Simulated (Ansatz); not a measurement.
Mulliken charges of CH5FSSiZn, SMILES `C[SiH2][S][Zn][F]` from B3LYP/def2-TZVPP in Ansatz (PBE0-D4/def2-TZVP geometry).

```json
{"atom": "C1", "x (Å)": "-1.219", "y (Å)": "-0.138", "z (Å)": "0.618", "charge (e)": "-0.364"}
{"atom": "Si2", "x (Å)": "0.254", "y (Å)": "-1.097", "z (Å)": "-0.007", "charge (e)": "0.359"}
{"atom": "S3", "x (Å)": "2.108", "y (Å)": "-0.062", "z (Å)": "0.308", "charge (e)": "-0.305"}
{"atom": "Zn4", "x (Å)": "1.660", "y (Å)": "1.717", "z (Å)": "-0.783", "charge (e)": "0.605"}
{"atom": "F5", "x (Å)": "1.297", "y (Å)": "3.184", "z (Å)": "-1.662", "charge (e)": "-0.484"}
{"atom": "H6", "x (Å)": "-1.367", "y (Å)": "0.785", "z (Å)": "0.051", "charge (e)": "0.094"}
{"atom": "H7", "x (Å)": "-1.091", "y (Å)": "0.123", "z (Å)": "1.671", "charge (e)": "0.114"}
{"atom": "H8", "x (Å)": "-2.128", "y (Å)": "-0.738", "z (Å)": "0.518", "charge (e)": "0.108"}
{"atom": "H9", "x (Å)": "0.074", "y (Å)": "-1.404", "z (Å)": "-1.452", "charge (e)": "-0.063"}
{"atom": "H10", "x (Å)": "0.411", "y (Å)": "-2.372", "z (Å)": "0.737", "charge (e)": "-0.064"}
```

Problem. By hand: the dipole of these point charges (1 e Å = 4.8032 D).

Solution. Σ q r = (-0.245, -0.579, 0.305) e Å, of length 0.699 e Å = 3.36 D.

Problem. How does the dipole of the full density compare? (An estimate is asked.)

Solution. Computed: (-0.200, -0.303, 0.217) e Å, 2.03 D; the point charges give 1.66 times that, at 10° from its direction.

Point charges leave out the atoms' own dipoles, such as those of lone pairs, and Mulliken's split depends on the basis, so the two needn't agree.

B3LYP here is the variant with VWN-RPA as its local correlation; programs differ in this.
